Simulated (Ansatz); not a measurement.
Species: CH4N2Si, SMILES `N(/[SiH]=N/[H])=C` (C–N–Si–N torsion 59°) (charge 0, multiplicity 1), formula CH4N2Si.

How many basis functions does frozen-core CCSD(T)/cc-pVTZ // B3LYP-D3(BJ)/def2-TZVP in Ansatz (an electronic-structure program) use, how many core orbitals are frozen, and how many electrons are correlated?

180 basis functions and 8 frozen orbitals, which leaves 22 correlated electrons. Core time is of the order of seconds.
